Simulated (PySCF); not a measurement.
F2H2OSSi, SMILES F[Si](O)(F)S. Atoms are numbered in the order given.

```xyz
7

O      0.1747     1.6671     0.5566
Si    -0.2456     0.2210    -0.0757
F     -0.4870     0.2846    -1.6621
F     -1.6740    -0.2022     0.5381
S      1.2801    -1.1766     0.2815
H     -0.5277     2.3057     0.7182
H      1.5358    -0.6513     1.5002
```
Charge 0, spin multiplicity 1.

Geometry: PBE0-D3(BJ)/def2-SVP. The values are those of a single conformer.

The numbers are results of B3LYP/def2-TZVP run with PySCF, not measurements.

Atomic charges (e):

```csv
atom,IAO,Löwdin,Mulliken
O1,-0.80,-0.09,-0.50
Si2,1.65,-0.41,0.88
F3,-0.53,0.02,-0.30
F4,-0.53,0.01,-0.31
S5,-0.29,0.21,-0.26
H6,0.38,0.19,0.33
H7,0.12,0.07,0.16
```

Task: Give the Mayer and Wiberg (Löwdin basis) orders of the bonds. (The exact figures need the calculation; the answer reports its results.)

Result: 
```csv
bond,Mayer,Wiberg
O1–Si2,1.23,1.72
Si2–F3,1.11,1.71
Si2–F4,1.10,1.70
Si2–S5,1.22,1.68
O1–H6,0.87,1.01
S5–H7,0.93,0.99
```
